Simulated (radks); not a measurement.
All-electron calculation, non-relativistic Kohn-Sham, LB94 model potential, spin-polarised, spherical densities, point nucleus; open shells are filled with parallel spins first (spin-orbit coupling, left out, can overturn this in heavy ions). Program: a radial shooting solver on a logarithmic mesh with Libxc functionals. Response by self-consistent Sternheimer equations with the Hartree and adiabatic LDA kernel. For heavy and open-shell atoms this level of theory can miss by tens of per cent. Rank Ne, Zr, I+, P+, Ni2+, In, F, Zn+, Be3+, He (NIST ground configurations) by static dipole polarisability, largest first.

Answer. Zr 99.74, In 53.69, I+ 20.22, P+ 14.38, Zn+ 14.34, F 3.541, Ni2+ 2.904, Ne 2.591, He 1.390, Be3+ 0.01839 bohr^3.
